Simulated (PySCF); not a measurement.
System (SMILES): Cl[C]F (closed-shell singlet).
Geometry (B3LYP-D3(BJ)/def2-TZVP, fixed):
```xyz
3

F     -1.4677    -0.2909     0.0321
C     -0.5979     0.6705    -0.0192
Cl     0.9880    -0.0826    -0.0102
```

Basis-set convergence of the mean static polarisability at PBE0 with PySCF. All functions are spherical. Density fitting with generated auxiliary sets. No added dispersion term, no relativity. Reference: the value in aug-pcseg-3, 30.44 bohr³, itself unsure by roughly 0.4 % (its mean distance from aug-cc-pV(Q+d)Z, aug-pcseg-2, aug-cc-pV(T+d)Z). Deviations are taken from unrounded values. Cost is core time over that of def2-SVP, rough, on shared machines of one kind; a dash marks a row that isn't timed (too short, read off another run, short of memory, by another algorithm or on other hardware).

```
basis            functions  mean static polarisability (bohr³)  minus reference (%)  cost
---------------  ---------  ----------------------------------  -------------------  ----
6-31G                   31                               18.75                -38.4     -
pcseg-0                 31                               17.43                -42.7     -
def2-SVP                46                               20.00                -34.3    1×
cc-pV(D+d)Z             51                               20.47                -32.8    1×
6-311++G(2d,2p)         89                               27.44                 -9.9    2×
def2-TZVP               99                               25.65                -15.8    2×
def2-TZVPP             104                               25.70                -15.6    2×
def2-TZVPD             123                               30.28                 -0.5    4×
aug-pcseg-3            259                               30.44                  0.0   20×
```

The smallest set listed that lies within 2 % of the reference with all its larger relatives (same family, alike in diffuse functions; a set with none counts only in the reference's own line) is def2-TZVPD (123 functions, 4× in cost, -0.5 % off). (Relatives not listed, tested too: def2-TZVPPD -0.5, def2-QZVPPD -0.1 %.)
